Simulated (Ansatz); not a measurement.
System: BCl (charge 0, singlet). SMILES: [B]Cl
Geometry from a B3LYP-D3(BJ)/def2-TZVP (Ansatz, a program for electronic structure) optimisation:
```xyz
2

B      0.0000     0.0000    -1.3302
Cl     0.0000     0.0000     0.3912
```

Quantity: atomisation energy (electronic, to ground-state atoms), in kcal/mol. Valence correlation only, unless marked. UHF or UKS for open shells. Spin-orbit coupling is left out. Non-relativistic. The coupled-cluster limit lacks core correlation, which all-electron functionals hold. CBS marks a two-point X^-3 extrapolation of the correlation energy; Hartree-Fock from the larger set (for Q and 5 zeta extrapolated as (X+1)exp(-9√X)).

```json
[
 {"level": "MP2/aug-cc-pV(T+d)Z", "program": "Ansatz", "atomisation energy (kcal/mol)": "124.0"}
]
```

**Question.** Predict the CCSD(T)/CBS(cc-pV(Q+d)Z,cc-pV(5+d)Z) result (Ansatz).

**Answer.** 122.9 kcal/mol
